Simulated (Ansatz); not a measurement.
Geometry optimisation, RKS PBE-D4/STO-3G (Ansatz).

The input (input.yaml):

```yaml
crystal:
  periodic: [false, false, false]
  atoms:
    - { symbol: O, position_ang: [-2.3615, 0.334, 0.6954] }
    - { symbol: C, position_ang: [-1.735, -0.5668, -0.1541] }
    - { symbol: Si, position_ang: [0.0955, -0.7013, 0.0211] }
    - { symbol: P, position_ang: [0.8573, -2.5481, -1.0491] }
    - { symbol: C, position_ang: [1.0905, 0.6979, -0.6924] }
    - { symbol: Si, position_ang: [0.7537, 2.2176, 0.3491] }
    - { symbol: H, position_ang: [-2.3689, 0.037, 1.5986] }
    - { symbol: H, position_ang: [-2.158, -1.5223, 0.0189] }
    - { symbol: H, position_ang: [-1.9589, -0.2725, -1.1455] }
    - { symbol: H, position_ang: [0.4803, -0.9484, 1.4816] }
    - { symbol: H, position_ang: [2.0774, -2.6269, -0.4815] }
    - { symbol: H, position_ang: [0.2447, -3.4872, -0.1272] }
    - { symbol: H, position_ang: [2.1113, 0.507, -0.6757] }
    - { symbol: H, position_ang: [0.7874, 0.8956, -1.7017] }
    - { symbol: H, position_ang: [-0.6229, 2.6964, 0.1481] }
    - { symbol: H, position_ang: [1.6905, 3.3185, -0.0394] }
    - { symbol: H, position_ang: [0.9976, 1.9692, 1.7939] }
basis:
  gaussian: { orbitals: STO-3G }
hamiltonian:
  xc: pbe
  dispersion: d4
relax:
  f_tol: 0.015
  max_steps: 40
output:
  orbitals: {}
```

Run as:

```bash
$ ansatz run input.yaml --threads 1 --pin off --max-ram 2048MiB --backend cpu --events-out ev --progress --plain --runs-dir out
```

Where does it end, and by what steps?

It converged. Limits of this set-up: minimal basis. After 18 steps the energy has fallen by 1.247 eV; H17 moved furthest, 0.68 Å.

```csv
step,energy less start (eV),largest force component (eV/Å),accepted
0,0.0000,5.662,yes
1,-0.9917,1.828,yes
2,-1.1997,0.649,yes
3,-1.2305,0.181,yes
4,-1.2339,0.150,yes
5,-1.2361,0.036,yes
6,-1.2368,0.025,yes
7,-1.2378,0.038,yes
8,-1.2389,0.084,yes
9,-1.2392,0.155,yes
10,-1.2414,0.128,yes
11,-1.2434,0.059,yes
12,-1.2455,0.069,yes
13,-1.2461,0.067,yes
14,-1.2467,0.043,yes
15,-1.2471,0.028,yes
16,-1.2471,0.026,yes
17,-1.2471,0.025,yes
18,-1.2473,0.009,yes
```

```xyz
17
Properties=species:S:1:pos:R:3
O -2.127 0.567 0.834
C -1.674 -0.545 -0.038
Si 0.213 -0.876 0.019
P 0.732 -2.617 -1.284
C 1.146 0.672 -0.518
Si 0.544 2.282 0.259
H -1.894 0.184 1.772
H -2.236 -1.490 0.177
H -1.968 -0.238 -1.066
H 0.539 -1.130 1.423
H 2.016 -2.749 -0.685
H 0.180 -3.543 -0.356
H 2.215 0.541 -0.274
H 1.095 0.770 -1.616
H -0.692 2.732 -0.359
H 1.549 3.318 0.063
H 0.344 2.123 1.691
```

Time of the run: 50 s on 1 thread of Intel(R) Xeon(R) 6975P-C (Granite Rapids), on a shared host, peak memory 0.17 GiB.
